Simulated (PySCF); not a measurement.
All values below come from PBE-D3(BJ)/def2-TZVP // B3LYP-D3(BJ)/def2-TZVP (PySCF). All species are isolated molecules in the gas phase. Excitations are Tamm–Dancoff values on a coarser integration grid. The basis has no diffuse functions, so Rydberg states are missing or too high.

Reference species (SMILES): `[Al]([NH2])([NH2])[Br]` (neutral, multiplicity 1).

| Item | Value |
|---|---|
| S1–T1 gap (TDA) | 0.27 eV |
| dipole moment | 2.56 D |
| HOMO | -5.84 eV |

Changed species: `[NH2][Al]([Br])[Br]` (1 of 3 Br replaced by NH2; the reference has 2 of 3 Br replaced by NH2).

Problem. What does the change do to the S1–T1 gap (TDA), dipole moment and HOMO?

Solution. the S1–T1 gap (TDA) rises by 0.05 eV, to 0.32 eV; the dipole moment falls by 0.30 D, to 2.26 D; the HOMO falls by 0.74 eV, to -6.58 eV.
